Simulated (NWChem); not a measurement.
# LaF$_{2}$ cation; SMILES [La+]([F])[F]

```xyz
3

La     0.0000     0.0000    -0.2857
F      1.6830     0.0000     0.9047
F     -1.6830     0.0000     0.9047
```
Atoms are numbered in this order, from 1.

Structure relaxed at the PBE0/def2-SVP level. This spin state was assumed; another may lie lower. def2 effective core potentials on La; no spin-orbit coupling.

Symmetry labels are those of C2v in the frame above (b1 and b2, or b-type labels, depend on it).

Task: List the 4 lowest vertical singlet excitations and the 4 lowest triplet ones from PBE0/def2-SVPD with def2 effective core potentials on La, full TDDFT (NWChem).

Result: 
```json
[
 {"state": "S1", "energy (eV)": "6.91", "oscillator strength": "0.001", "symmetry": "b1", "leading excitation (squared amplitude)": "HOMO → LUMO (0.96)"},
 {"state": "S2", "energy (eV)": "7.11", "oscillator strength": "0.000", "symmetry": "a2", "leading excitation (squared amplitude)": "HOMO → LUMO+1 (0.99)"},
 {"state": "S3", "energy (eV)": "7.12", "oscillator strength": "0.001", "symmetry": "a1", "leading excitation (squared amplitude)": "HOMO−1 → LUMO (0.95)"},
 {"state": "S4", "energy (eV)": "7.28", "oscillator strength": "0.000", "symmetry": "b2", "leading excitation (squared amplitude)": "HOMO−1 → LUMO+1 (0.96)"},
 {"state": "T1", "energy (eV)": "6.84", "oscillator strength": "spin-forbidden", "symmetry": "b1", "leading excitation (squared amplitude)": "HOMO → LUMO (0.94)"},
 {"state": "T2", "energy (eV)": "6.93", "oscillator strength": "spin-forbidden", "symmetry": "a1", "leading excitation (squared amplitude)": "HOMO−1 → LUMO (0.84)"},
 {"state": "T3", "energy (eV)": "6.97", "oscillator strength": "spin-forbidden", "symmetry": "a2", "leading excitation (squared amplitude)": "HOMO → LUMO+1 (0.95)"},
 {"state": "T4", "energy (eV)": "7.06", "oscillator strength": "spin-forbidden", "symmetry": "b2", "leading excitation (squared amplitude)": "HOMO−1 → LUMO+1 (0.93)"}
]
```
